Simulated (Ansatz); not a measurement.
acetic acid (C₂H₄O₂), singlet, at a GFN2-xTB geometry, atoms displaced at random by about 0.02 Å a coordinate; B3LYP/def2-SVP (Ansatz, a first-principles code).

Ansatz was given this input:
Ansatz 0.2 input:
```yaml
crystal:
  periodic: [false, false, false]
  atoms:
    - {symbol: C, position_ang: [0.00153843, 0.13064275, -0.00550524]}
    - {symbol: O, position_ang: [0.18867680, 1.34993314, 0.00593179]}
    - {symbol: O, position_ang: [-1.23653356, -0.40013151, 0.02877461]}
    - {symbol: H, position_ang: [-1.92502878, 0.32446253, 0.01077714]}
    - {symbol: C, position_ang: [1.08418332, -0.90672469, -0.00948952]}
    - {symbol: H, position_ang: [1.99202451, -0.38660743, -0.02153002]}
    - {symbol: H, position_ang: [0.94983669, -1.51673346, 0.84043465]}
    - {symbol: H, position_ang: [0.95388813, -1.52518869, -0.91463824]}
basis:
  gaussian:
    orbitals: def2-SVP
hamiltonian:
  xc: b3lyp
relax: {f_tol: 0.002}
```

What the program printed (banner, timings and long lists left out):

```
Functional definition: B3LYP
833 factors; integrals over basis functions are off by at most 3.4e-4 eV
mean field evaluation 1: about -6221.8955 eV, gradient 6.1e1 eV
mean field evaluation 2: about -6214.5062 eV, gradient 8.8e1 eV
mean field evaluation 4: about -6228.9630 eV, gradient 3.7e0 eV
mean field evaluation 8: about -6228.9873 eV, gradient 2.7e-1 eV
mean field -6228.98741239 eV, -228.9110652461 hartree, gradient 8.0e-5 eV, S^2 0.000000; 0 other end points of the search recorded, 0 dependent functions left out
the calculation of the forces begins
reference -6228.98759656 eV, -228.9110720141 hartree; 16, 16 occupied and 60, 60 virtual orbitals, 833 factors
relax step   1: F+E_penalty+E_count = -6228.98741239 eV  Δ(F+E_penalty+E_count) = +0.000e0 eV  max|allowed force component| = 2.578e0 eV/Å  Δτ_max = 0.0000 Å  (25 SCF iters, accepted)
these checks for a lower state are left out or cut short: starts, cluster_reference, orbital_swaps, neighbouring_geometries, increment
833 factors; integrals over basis functions are off by at most 3.5e-4 eV
mean field evaluation 16: about -6229.0811 eV, gradient 4.2e0 eV
mean field -6229.13563871 eV, -228.9165124629 hartree, gradient 4.4e-5 eV, S^2 0.000000; 0 other end points of the search recorded, 0 dependent functions left out
the calculation of the forces begins
reference -6229.13582338 eV, -228.9165192494 hartree; 16, 16 occupied and 60, 60 virtual orbitals, 833 factors
relax step   2: F+E_penalty+E_count = -6229.13563871 eV  Δ(F+E_penalty+E_count) = -1.482e-1 eV  max|allowed force component| = 8.679e-1 eV/Å  Δτ_max = 0.0356 Å  (26 SCF iters, accepted)
these checks for a lower state are left out or cut short: starts, cluster_reference, orbital_swaps, neighbouring_geometries, increment
833 factors; integrals over basis functions are off by at most 3.5e-4 eV
mean field -6229.14073137 eV, -228.9166996148 hartree, gradient 8.6e-5 eV, S^2 0.000000; 0 other end points of the search recorded, 0 dependent functions left out
the calculation of the forces begins
reference -6229.14091633 eV, -228.9167064118 hartree; 16, 16 occupied and 60, 60 virtual orbitals, 833 factors
relax step   3: F+E_penalty+E_count = -6229.14073137 eV  Δ(F+E_penalty+E_count) = -5.093e-3 eV  max|allowed force component| = 7.457e-1 eV/Å  Δτ_max = 0.0620 Å  (24 SCF iters, accepted)
these checks for a lower state are left out or cut short: starts, cluster_reference, orbital_swaps, neighbouring_geometries, increment
833 factors; integrals over basis functions are off by at most 3.5e-4 eV
mean field -6229.15572817 eV, -228.9172507367 hartree, gradient 3.1e-5 eV, S^2 0.000000; 0 other end points of the search recorded, 0 dependent functions left out
the calculation of the forces begins
reference -6229.15591318 eV, -228.9172575358 hartree; 16, 16 occupied and 60, 60 virtual orbitals, 833 factors
relax step   4: F+E_penalty+E_count = -6229.15572817 eV  Δ(F+E_penalty+E_count) = -1.500e-2 eV  max|allowed force component| = 1.206e-1 eV/Å  Δτ_max = 0.0384 Å  (25 SCF iters, accepted)
these checks for a lower state are left out or cut short: starts, cluster_reference, orbital_swaps, neighbouring_geometries, increment
833 factors; integrals over basis functions are off by at most 3.5e-4 eV
mean field evaluation 32: about -6229.1560 eV, gradient 1.8e-1 eV
mean field -6229.15606478 eV, -228.9172631070 hartree, gradient 1.0e-5 eV, S^2 0.000000; 0 other end points of the search recorded, 0 dependent functions left out
the calculation of the forces begins
reference -6229.15624985 eV, -228.9172699082 hartree; 16, 16 occupied and 60, 60 virtual orbitals, 833 factors
relax step   5: F+E_penalty+E_count = -6229.15606478 eV  Δ(F+E_penalty+E_count) = -3.366e-4 eV  max|allowed force component| = 6.729e-2 eV/Å  Δτ_max = 0.0025 Å  (23 SCF iters, accepted)
these checks for a lower state are left out or cut short: starts, cluster_reference, orbital_swaps, neighbouring_geometries, increment
833 factors; integrals over basis functions are off by at most 3.5e-4 eV
mean field -6229.15624909 eV, -228.9172698803 hartree, gradient 1.1e-5 eV, S^2 0.000000; 0 other end points of the search recorded, 0 dependent functions left out
the calculation of the forces begins
reference -6229.15643428 eV, -228.9172766858 hartree; 16, 16 occupied and 60, 60 virtual orbitals, 833 factors
relax step   6: F+E_penalty+E_count = -6229.15624909 eV  Δ(F+E_penalty+E_count) = -1.843e-4 eV  max|allowed force component| = 1.162e-2 eV/Å  Δτ_max = 0.0037 Å  (24 SCF iters, accepted)
these checks for a lower state are left out or cut short: starts, cluster_reference, orbital_swaps, neighbouring_geometries, increment
833 factors; integrals over basis functions are off by at most 3.5e-4 eV
mean field -6229.15626617 eV, -228.9172705079 hartree, gradient 1.5e-5 eV, S^2 0.000000; 0 other end points of the search recorded, 0 dependent functions left out
the calculation of the forces begins
reference -6229.15645140 eV, -228.9172773152 hartree; 16, 16 occupied and 60, 60 virtual orbitals, 833 factors
relax step   7: F+E_penalty+E_count = -6229.15626617 eV  Δ(F+E_penalty+E_count) = -1.708e-5 eV  max|allowed force component| = 1.807e-3 eV/Å  Δτ_max = 0.0036 Å  (23 SCF iters, accepted)
833 factors; integrals over basis functions are off by at most 3.5e-4 eV
mean field evaluation 64: about -6229.1563 eV, gradient 5.2e-5 eV
mean field -6229.15626617 eV, -228.9172705079 hartree, gradient 1.5e-5 eV, S^2 0.000000; 1 other end points of the search recorded, 0 dependent functions left out
the calculation of the forces begins
reference -6229.15645140 eV, -228.9172773152 hartree; 16, 16 occupied and 60, 60 virtual orbitals, 833 factors
Total energy: -6229.15645140 eV, -228.9172773152 hartree
Atom 0 at    -0.021767     0.156574    -0.002504 Å, force     0.001388    -0.000562     0.000148 eV/Å
Atom 1 at     0.146816     1.349622    -0.001570 Å, force     0.000145     0.000496     0.000364 eV/Å
Atom 2 at    -1.252483    -0.401873     0.011415 Å, force    -0.001807     0.000856    -0.000192 eV/Å
Atom 3 at    -1.889121     0.333626     0.020989 Å, force     0.001488    -0.001549    -0.000149 eV/Å
Atom 4 at     1.062381    -0.890619    -0.019731 Å, force    -0.000304     0.000083    -0.000203 eV/Å
Atom 5 at     2.044754    -0.404557    -0.020960 Å, force     0.000556     0.001156    -0.000305 eV/Å
Atom 6 at     0.964385    -1.546519     0.859051 Å, force    -0.000721    -0.000040     0.000424 eV/Å
Atom 7 at     0.953621    -1.526602    -0.911934 Å, force    -0.000745    -0.000441    -0.000086 eV/Å
Dipole moment:    -0.091447    -0.323891    -0.000507 e Å
```
